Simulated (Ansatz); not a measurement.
Start from `[AlH2][NH][SiH2][SiH3]` and change one atom or group to get `[AlH2][NH][SiH2][GeH3]`.

Ansatz, PBE0-D4/def2-TZVP geometries, multiplicity 1. Each molecule was computed in one conformer, which needn't be the lowest.

Scalar relativity is left out up to krypton.

| property | `[AlH2][NH][SiH2][SiH3]` |
| --- | --- |
| HOMO energy (ωB97M-V/def2-TZVPP) / eV | -9.46 |
| LUMO energy (ωB97M-V/def2-TZVPP) / eV | 0.57 |
| size of the dipole moment (PBE/def2-TZVPP) / D | 0.87 |
| HOMO energy (B3LYP/def2-TZVPP) / eV | -7.16 |
| size of the dipole moment (B3LYP/def2-TZVPP) / D | 0.87 |
| size of the dipole moment (ωB97M-V/def2-TZVPP) / D | 0.90 |

Give the same properties after the change, and the shifts. (An estimate is asked.)

The calculation gave: 
| property | `[AlH2][NH][SiH2][GeH3]` | shift |
| --- | --- | --- |
| HOMO energy (ωB97M-V/def2-TZVPP) / eV | -9.42 | 0.04 |
| LUMO energy (ωB97M-V/def2-TZVPP) / eV | 0.55 | -0.02 |
| size of the dipole moment (PBE/def2-TZVPP) / D | 0.93 | 0.06 |
| HOMO energy (B3LYP/def2-TZVPP) / eV | -7.13 | 0.03 |
| size of the dipole moment (B3LYP/def2-TZVPP) / D | 0.96 | 0.09 |
| size of the dipole moment (ωB97M-V/def2-TZVPP) / D | 0.98 | 0.08 |

Dipoles are sizes alone; their direction can turn.

B3LYP here is the variant with VWN-RPA as its local correlation; programs differ in this.
